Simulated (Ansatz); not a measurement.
Geometry optimisation, RKS revPBE-D4/def2-SVP in Ansatz 0.2.0.

The input (input.yaml):

```yaml
crystal:
  periodic: [false, false, false]
  atoms:
    - { symbol: Ge, position_ang: [-0.086784, -0.045502, 0.038011] }
    - { symbol: O, position_ang: [-0.086953, 0.046476, 1.824739] }
    - { symbol: H, position_ang: [-0.983427, -0.050093, 2.202093] }
    - { symbol: H, position_ang: [1.325454, 0.323113, -0.442161] }
    - { symbol: H, position_ang: [-1.219611, 0.877135, -0.512624] }
    - { symbol: H, position_ang: [-0.466129, -1.508966, -0.44809] }
    - { symbol: O, position_ang: [1.682655, -2.112694, 1.23657] }
    - { symbol: Al, position_ang: [0.363634, -3.112248, 0.677715] }
    - { symbol: H, position_ang: [0.706384, -3.992346, -0.612639] }
    - { symbol: H, position_ang: [-0.963325, -3.29784, 1.558939] }
    - { symbol: H, position_ang: [1.483802, -1.498036, 1.985347] }
basis:
  gaussian: { orbitals: def2-SVP }
hamiltonian:
  xc: revpbe
  dispersion: d4
relax:
  f_tol: 0.03
  max_steps: 50
output:
  orbitals: {}
```

Command:

```bash
$ ansatz run input.yaml --threads 4 --pin off --max-ram 5120MiB --backend cpu --events-out ev --progress --plain --runs-dir out
```

Task: Where does it end, and by what steps?

Result: The forces met the threshold. The force dipped under the threshold on the way, but the program's further checks kept it going. After 12 steps the energy has fallen by 0.023 eV; H3 moved furthest, 0.20 Å.

| step | energy less start (eV) | largest force component (eV/Å) | accepted |
| --- | --- | --- | --- |
| 0 | 0.0000 | 0.601 | yes |
| 1 | -0.0029 | 0.257 | yes |
| 2 | -0.0146 | 0.252 | yes |
| 3 | -0.0162 | 0.186 | yes |
| 4 | -0.0129 | 0.093 | no |
| 5 | -0.0189 | 0.085 | yes |
| 6 | -0.0198 | 0.058 | yes |
| 7 | 0.0072 | 0.370 | no |
| 8 | -0.0213 | 0.019 | yes |
| 9 | -0.0215 | 0.159 | yes |
| 10 | -0.0218 | 0.117 | yes |
| 11 | -0.0224 | 0.056 | yes |
| 12 | -0.0226 | 0.016 | yes |

```xyz
11
Properties=species:S:1:pos:R:3
Ge -0.115 0.012 -0.009
O -0.050 0.016 1.804
H -0.910 -0.239 2.190
H 1.268 0.503 -0.468
H -1.308 0.879 -0.499
H -0.367 -1.461 -0.532
O 1.721 -2.211 1.321
Al 0.365 -3.125 0.719
H 0.678 -4.089 -0.512
H -1.026 -3.141 1.525
H 1.500 -1.515 1.968
```

Whether the end is a true minimum wasn't checked by a vibrational analysis.

Time of the run: 16 s on 4 threads of Intel(R) Xeon(R) Platinum 8375C CPU @ 2.90GHz (Ice Lake) (shared host), peak memory 0.19 GiB.
